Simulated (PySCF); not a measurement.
A structure optimised at B3LYP-D3(BJ)/def2-SVP, used in a PySCF frequency run:

```xyz
7

Ga    -0.5466     0.0040     0.0000
O     -2.3314     0.1252     0.0000
H     -2.8127    -0.7119     0.0000
Se     0.5060    -2.0933     0.0000
H      1.8470    -1.4781     0.0000
Se     0.5148     2.0817     0.0000
H      1.8548     1.4626     0.0000
```
Charge 0, spin multiplicity 1.

Write its SMILES, formula and point group.

[OH][Ga]([SeH])[SeH], GaH₃OSe₂, Cs

What are its rotational constants (standard atomic weights)?

3.0879, 0.72885, 0.58967 GHz
